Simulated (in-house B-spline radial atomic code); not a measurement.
RPA and G0W0 on Hartree-Fock: B⁺

Configuration [He] 2s2, mean-field start Hartree-Fock. Computed with a B-spline radial code for spherical atoms: all electrons, non-relativistic, point nucleus, each spin shell either full or empty, empty states to l = 9 with an (l + 1/2)⁻⁴ tail; G0W0 by contour deformation at full frequency.

Command:
```bash
python run_gw.py task.json out
```
Settings (radii: box in bohr, nucleus in fm):
```
Z                        5
electrons                4
configuration            [He] 2s2
hamiltonian              nr
method                   hf
lmax                     9
spin_polarised           False
box_radius               23.78
intervals                46
ion_configuration        [He] 2s1
```

Run time, properties included: 1.5 s on 1 thread of Arm Neoverse N1 (shared host).

Energies (hartree):

```tsv
term	value
mean-field total	-24.23758
Hartree-Fock functional on these orbitals	-24.23758
direct second order	-0.17165
second-order exchange	0.083798
SOSEX correction	0.073951
```

What is the RPA correlation energy, and what remains with SOSEX?

RPA gives -0.15131 hartree (-1.03 eV per electron); RPA + SOSEX gives -0.077356, and the second-order doubles (MP2) -0.087849 hartree. SOSEX takes back 49 % of the RPA value.

Quasi-particle levels (eV):

```csv
level,occupied,mean field,Σx - vxc,Σc,QP weight,G0W0
2s,yes,-23.778,0.00,?,?,?
1s,yes,-222.75,0.00,3.14,0.927,-219.61
2p,no,-7.508,0.00,-1.00,0.967,-8.509
```

G0W0 = mean field + (Σx - vxc) + Σc, with Σc (partial-wave tail included) taken at the quasi-particle energy.

Where does G0W0 put 2s?

At -24.933 eV, with Σc = -1.16 eV and a quasi-particle weight of 0.957. The tabulated removal energy is 25.155 eV (NIST, measured).

What does it cost to remove one electron (to [He] 2s1) by differences of total energies, each species on its own start (correlation terms add to the Hartree-Fock functional)?

Hartree-Fock functional 23.442 eV, + RPA 24.715 eV, + RPA + SOSEX 24.355 eV, + second order 24.578 eV. Tabulated: 25.155 eV (NIST, measured).
